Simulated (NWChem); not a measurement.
Molecule: AlH$_{3}$S$_{2}$O; SMILES [OH][Al]([SH])[SH]

```xyz
7

Al     0.3691     0.0070    -0.0004
O      2.0590    -0.1323    -0.0015
H      2.7170     0.5633     0.0171
S     -0.7727    -1.8472    -0.0006
H      0.3549    -2.5940     0.0074
S     -0.6318     1.9469    -0.0008
H     -1.8692     1.4027     0.0156
```
Atoms are numbered in this order, from 1.

Results from NWChem. Coordinates come from a PBE0/def2-SVP optimisation. Ions are spin-unrestricted doublets at the neutral geometry; other ion states weren't tried.

For level PBE0/def2-SVP:

```
Item           Result
-------------  ------
−ε(HOMO) (eV)    7.46
```

**Question.** Estimate the same quantities for level PBE/def2-SVP.

**Answer.** The −ε(HOMO) (eV) comes out as 6.17.
